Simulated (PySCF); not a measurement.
**Br: excitation energy**

Br [Ar] 3d10 4s2 4p5 (2P) → Br [Ar] 3d10 4s1 4p6 (2S), as a difference of total energies. Computed with PySCF 2.14 in def2-QZVPPD (12s8p5d4f1g, 98 functions), with no relativity, point nucleus. Correlated levels: valence: [Ar] 3d10 frozen. The calculations carry no spin-orbit coupling.

```tsv
method	excitation energy (cm⁻¹)
UHF	116350
MP2 (valence)	99805
SCS-MP2 (valence)	98047
CCSD (valence)	89348
CCSD(T) (valence)	80413
```

A first-order spin-orbit estimate (lowest level to lowest level, LS coupling) adds 0.138 eV.

The upper state lies above the first ionisation limit, where it may autoionise and the basis confines it.

The coupled-cluster amplitudes are large for the upper state (T1 above 0.03 or a double amplitude above 0.15), so a single reference is strained.
